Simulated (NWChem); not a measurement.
System: VF5; SMILES [F][V]([F])([F])([F])[F]

The following NWChem deck was run.

```
start job
memory heap 200 mb stack 900 mb global 1100 mb
geometry units angstroms noautoz
  V      0.000000     0.000000     0.000000
  F      0.000000     0.000000    -1.747619
  F      0.000000     0.000000     1.747619
  F      1.653330    -0.443008     0.000000
  F     -0.443008     1.653330     0.000000
  F     -1.210321    -1.210321     0.000000
end
basis spherical
  * library def2-svp
end
dft
  xc pbe0
  iterations 150
  mulliken
end
task dft energy
```

Coordinates come from a PBE-D3(BJ)/def2-SVP optimisation.

Task: Give the results of this calculation. (PBE0/def2-SVP.) Quantities: energy (Ha); highest occupied level (eV); orbital gap (eV).

Result: 
```
Quantity                        Value
---------------------------  --------
energy (Ha)                  -1442.18
highest occupied level (eV)    -12.17
orbital gap (eV)                 6.17
```
